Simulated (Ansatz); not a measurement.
A nudged elastic band was laid between two geometries of BF2H2N + H2S (9 atoms, charge 0, multiplicity 1).

Level of theory: Ansatz 0.2.0, RHF/6-31G*.

```yaml
movable_images: 7
climbing_image: yes
spring: 5.0 eV/Å²
optimiser: quadratic models (default)
start_path: through a guess of the saddle point
force_threshold: 0.05 eV/Å
iteration_limit: 60
end_points: relaxed
```

First end point:

```xyz
9
Properties=species:S:1:pos:R:3
B 0.228 -0.661 0.222
N 0.233 -0.485 1.600
H -0.198 0.298 2.040
H 0.671 -1.129 2.217
F 0.813 -1.699 -0.346
F -0.364 0.214 -0.578
S -1.451 3.047 1.548
H -1.610 2.441 0.380
H -0.321 3.649 1.198
```

Last end point:

```xyz
9
Properties=species:S:1:pos:R:3
B -0.200 0.458 0.202
N 0.248 0.331 1.823
H -0.533 0.478 2.437
H 0.618 -0.589 1.996
F 0.967 0.204 -0.441
F -1.149 -0.504 0.080
S -0.817 2.241 -0.098
H -2.089 2.047 0.231
H 0.956 1.007 2.052
```

Question: What changes between the two ends?

Answer: Bonds broken: S7–H9. Bonds formed: B1–S7, N2–H9. BF2H2N + H2S becomes BF2H4NS.

Question: Give the energies along the band, and the barrier.

Answer: It converged. The highest image is number 6 of 0 to 8, 1.88 eV above the first end and 1.71 eV above the last; the last end lies 0.17 eV above the first. Neighbouring images differ by up to 1.6 eV, so the band resolves the path poorly. A vibrational analysis at the climbing image gives one clearly imaginary mode, 677i cm⁻¹: a first-order saddle point. The orbitals stay closed-shell, which can raise the energy where a bond breaks towards radicals; this wasn't checked here.

```
image  path coordinate (Å)  energy (eV)  S7–H9 (Å)  B1–S7 (Å)  N2–H9 (Å)
    0                 0.00         0.00       1.33       4.28       4.19
    1                 0.80         0.02       1.33       4.22       3.82
    2                 1.61         0.04       1.33       4.21       3.38
    3                 2.41         0.06       1.33       4.16       3.02
    4                 3.22         0.08       1.33       3.95       2.69
    5                 4.02         0.28       1.34       3.32       2.10
    6                 4.83         1.88       1.87       2.92       1.14
    7                 6.21         0.25       2.75       1.92       1.00
    8                 7.59         0.17       3.05       1.91       1.01
```

Question: What is the geometry of the highest image?

Answer: 
```xyz
9
Properties=species:S:1:pos:R:3
B -0.061 -0.206 0.286
N 0.080 0.201 1.733
H -0.631 -0.163 2.344
H 0.995 0.056 2.126
F 1.024 -0.362 -0.404
F -1.220 -0.635 -0.105
S -0.385 2.694 0.326
H -1.711 2.780 0.426
H -0.091 1.309 1.549
```

The band took 33 iterations and of the order of 7 core-minutes.

Time of the run: 6.5 min on 1 thread of Arm Neoverse V1, on a shared host, peak memory 0.18 GiB.
